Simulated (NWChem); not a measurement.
Species: hydrogen bromide (HBr); SMILES Br

```xyz
2

Br     0.0000     0.0000     0.0493
H      0.0000     0.0000    -1.3730
```
Atoms are numbered in this order, from 1.

Computed with NWChem. The geometry was optimised at PBE0/def2-SVP. B3LYP is NWChem's, with the RPA form of VWN correlation. GIAO values for the isolated, static molecule; σ is the absolute isotropic shielding. Spin-orbit effects, on the heavy nuclei and on their neighbours, are missing.

For level B3LYP/pcSseg-0:

```
Quantity    Result
----------  ------
σ H2 (ppm)   33.26
```

Question: What are these values for level B3LYP/pcSseg-3?

Answer: 
| Property | Result |
|---|---|
| σ H2 (ppm) | 31.36 |
